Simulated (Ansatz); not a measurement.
Reaction (formal exchange of groups at the Si–N bond): `N[SiH](O)O` + `FC1([SiH3])C=C1` → `O[SiH](O)[SiH3]` + `NC1(F)C=C1`

Gas-phase electronic energies from Ansatz, PBE0-D4/def2-TZVP geometries. CCSD(T)/CBS is the MP2 limit (def2-TZVPP, def2-QZVPP) plus CCSD(T) − MP2 in def2-TZVPP, frozen cores. This one scheme is used for every species. Functionals use def2-TZVPP. One conformer a species, not always the lowest.

```tsv
level	ΔE (kJ/mol)
r2SCAN-D4	107.2
PBE	89.5
SCS-MP2/def2-TZVPP	120.9
HF/def2-QZVPP	119.5
```

(1) What does CCSD(T)/CBS give? (An estimate is asked.)

Largest T1 diagnostic among the species: 0.013.

Results:

(1) Computed: +116.4 kJ/mol. The listed levels differ from it by -9.2, -26.9, 4.5, 3.1 kJ/mol.

From PBE to PBE0 (25 % exact exchange), in def2-TZVPP and without D4, ΔE moves by +5.4 kJ/mol.
